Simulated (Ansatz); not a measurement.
Calculated with Ansatz (gas phase, PBE0-D4/def2-TZVP geometries, no zero-point term in ΔE). CCSD(T)/CBS is the MP2 limit (def2-TZVPP, def2-QZVPP) plus CCSD(T) − MP2 in def2-TZVPP, frozen cores. This one scheme is used for every species. Functionals use def2-TZVPP. One conformer a species, not always the lowest.

Reaction (cleavage of the Si–Al bond): `[OH][AlH][SiH3]` + `CB(O)F` → `CB(F)O[SiH3]` + `[OH][AlH2]`

`[OH][AlH][SiH3]`:

Cartesian coordinates in Å:
```
O 1.314 1.156 -1.309
Al 0.961 0.347 0.142
Si -1.260 -0.667 0.301
H 2.153 1.582 -1.479
H 2.071 0.291 1.280
H -1.956 -0.221 1.542
H -1.151 -2.153 0.381
H -2.132 -0.335 -0.859
```

`CB(O)F`:

Z-matrix (Å, degrees):
```
C
B 1 1.558
H 1 1.094 2 110.3
H 1 1.090 2 112.6 3 121.6
H 1 1.094 2 110.2 3 -116.8
O 2 1.353 1 122.1 3 -121.7
F 2 1.343 1 119.9 3 58.3
H 6 0.962 2 112.8 1 -180.0
```

`CB(F)O[SiH3]`:

Z-matrix (Å, degrees):
```
C
B 1 1.559
H 1 1.089 2 112.7
H 1 1.094 2 110.2 3 -121.7
H 1 1.094 2 110.2 3 121.7
F 2 1.342 1 119.1 3 179.7
O 2 1.351 1 123.2 3 -0.3
Si 7 1.659 2 131.9 1 180.0
H 8 1.483 7 110.2 2 -61.0
H 8 1.484 7 110.2 2 60.6
H 8 1.481 7 106.4 2 179.8
```

`[OH][AlH2]`:

```xyz
5

O    -0.340   -0.541    1.035
Al    0.330    0.211   -0.329
H    -1.270   -0.743    1.121
H    -0.605    0.610   -1.544
H     1.886    0.463   -0.283
```

CCSD(T)/CBS gives -78.4 kJ/mol.

Problem. Another level gave -71.1 kJ/mol. Which?
A. r2SCAN/def2-TZVPP
B. CCSD/def2-TZVPP
C. revPBE/def2-TZVPP
D. PBE0-D4/def2-TZVPP

Solution. A. r2SCAN -71.1, CCSD/def2-TZVPP -79.5, revPBE -48.4, PBE0-D4 -59.2 kJ/mol.

Largest T1 diagnostic among the species: 0.014.

Leaving LDA and LC-ωPBE aside and taking each functional with its dispersion term where it has one, the values, not all of them listed here, spread over 37.2 kJ/mol, from BHLYP-D4 to PBE-D4. In def2-TZVPP, CCSD(T) changes the Hartree–Fock value by +25.0 kJ/mol (the triples alone add +2.9 kJ/mol) and MP2 by +15.8 kJ/mol.
